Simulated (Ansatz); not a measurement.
Born–Oppenheimer molecular dynamics of GeH6O3S (11 atoms, charge 0, multiplicity 1). It starts at the highest image of a converged band. Of that band: Neighbouring images differ by up to 2.9 eV, so the band resolves the path poorly. A vibrational analysis at the climbing image gives one clearly imaginary mode, 1706i cm⁻¹: a first-order saddle point.

Theory: RHF/def2-SVP in Ansatz.

| Property | Result |
| --- | --- |
| ensemble | NVE (velocity Verlet) |
| time step | 0.5 fs |
| steps asked | 200 |
| starting velocities drawn for | 300 K |
| seed | 5019 |

First frame:

```xyz
11
Properties=species:S:1:pos:R:3
Ge 0.144 0.276 0.054
H -0.185 -0.023 1.785
O 1.733 -0.252 -0.438
H 1.715 -1.059 -0.934
O -0.878 1.404 -0.779
H -1.617 0.978 -1.193
O -0.820 -1.177 -0.289
H -0.742 -1.931 0.273
S 1.179 2.165 1.313
H 2.370 1.570 1.438
H 0.300 0.812 1.907
```

Question: How far do the bonds stretch over the last three quarters of this one trajectory? (Pairs bonded in most of those frames.)

Answer: 
```tsv
bond	mean (Å)	spread (Å)	shortest	longest
Ge1–H2	1.526	0.097	1.39	1.67
Ge1–O3	1.762	0.023	1.72	1.80
Ge1–O5	1.760	0.022	1.73	1.79
Ge1–O7	1.762	0.032	1.72	1.82
O3–H4	0.952	0.035	0.90	1.00
O5–H6	0.954	0.008	0.94	0.97
O7–H8	0.947	0.003	0.94	0.95
S9–H10	1.335	0.006	1.33	1.34
S9–H11	1.392	0.140	1.17	1.58
```

Pairs bonded in part of these frames only: Ge1–S9 9 %.

Mean temperature of the second half: 2249 K. The conserved energy stayed within 0.85 meV per atom of its start (net change 0.099 meV per atom), so the integration is sound. The kinetic energy rose, since the run started high on the potential surface and went downhill. It ends in pieces (GeH4O3 + H2S), so much of that is their flight and rotation, not heat. A run of 0.1 ps of so small a system gives no equilibrium averages. The orbitals stay closed-shell, which can raise the energy where a bond breaks towards radicals; this wasn't checked here.

Run time: 6.4 min on 2 threads of Arm Neoverse V2 (shared host), peak memory 0.31 GiB.
